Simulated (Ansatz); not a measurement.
Ansatz (a first-principles code) input (B3LYP/def2-SVP):

Ansatz 0.2 input:
```yaml
crystal:
  periodic: [false, false, false]
  atoms:
    - {symbol: Pb, position_ang: [-0.00000000, -0.00000000, -0.42772181]}
    - {symbol: Cl, position_ang: [0.00000000, 0.00000000, 2.06312872]}
basis:
  gaussian:
    orbitals: def2-SVP
hamiltonian:
  xc: {name: B3LYP}
magnetization: {spin_polarized: true, initial_magnetization: 1}
output: {forces: true}
```

From the last part of the output:

```
WARN ansatz: RAYON_NUM_THREADS=1 ignored (pool sized by the plan → 1); use --threads N
Functional definition: B3LYP
integrals: 0.01 GiB planned
505 factors; integrals over basis functions are off by at most 3.0e-4 eV
mean field: 0.17 GiB planned
mean field evaluation 1: about -17769.1709 eV, gradient 1.2e1 eV
mean field evaluation 2: about -17763.5716 eV, gradient 3.1e1 eV
mean field evaluation 4: about -17770.1458 eV, gradient 5.5e-1 eV
mean field evaluation 8: about -17770.1632 eV, gradient 2.6e-2 eV
mean field evaluation 16: about -17770.1632 eV, gradient 1.0e-5 eV
mean field -17770.16319961 eV, -653.0414525365 hartree, gradient 1.0e-5 eV, S^2 0.751494; 1 other end points of the search recorded, 0 dependent functions left out
the calculation of the forces begins
reference -17770.16337259 eV, -653.0414588934 hartree; 20, 19 occupied and 24, 25 virtual orbitals, 505 factors
Total energy: -17770.16337259 eV, -653.0414588934 hartree
Atom 0 at    -0.000000    -0.000000    -0.427722 Å, force    -0.000000    -0.000000    -0.218709 eV/Å
Atom 1 at     0.000000     0.000000     2.063129 Å, force     0.000000     0.000000     0.218709 eV/Å
Dipole moment:     0.000000     0.000000    -0.700706 e Å
```
